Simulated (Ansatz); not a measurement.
Gas-phase electronic energies from Ansatz, PBE0-D4/def2-TZVP geometries. CCSD(T)/CBS is the MP2 limit (def2-TZVPP, def2-QZVPP) plus CCSD(T) − MP2 in def2-TZVPP, frozen cores. Functionals use def2-TZVPP. B3LYP here is the variant with VWN-RPA as its local correlation; programs differ in this. Elements past krypton have def2 core potentials. For Te outer-core shells are correlated without core-valence functions, which leaves a few kJ/mol of doubt a bond. Each species was taken in one conformer, which may not be the lowest.

Reaction (redistribution): `C=C(N)B(C)O` + `B[Te]C` → `BB(C)O` + `C=C(N)[Te]C`

| level | ΔE (kJ/mol) | difference from CCSD(T)/CBS |
| --- | --- | --- |
| PBE-D4 | 160.8 | 1.4 |
| PBE0-D4 | 162.1 | 2.7 |
| B2PLYP | 160.1 | 0.7 |
| PBE | 161.9 | 2.5 |
| B3LYP | 157.9 | -1.5 |
| CCSD/def2-TZVPP | 159.7 | 0.3 |
| HF/def2-QZVPP | 154.0 | -5.4 |
| SCS-MP2/def2-QZVPP | 154.5 | -4.9 |
| MP2/CBS(def2) | 158.8 | -0.6 |
| CCSD/CBS(def2) | 156.7 | -2.7 |
| CCSD(T)/CBS | 159.4 | 0 |

Largest T1 diagnostic among the species: 0.015.

In def2-TZVPP, CCSD(T) changes the Hartree–Fock value by +7.4 kJ/mol (the triples alone add +2.7 kJ/mol) and MP2 by +6.9 kJ/mol.
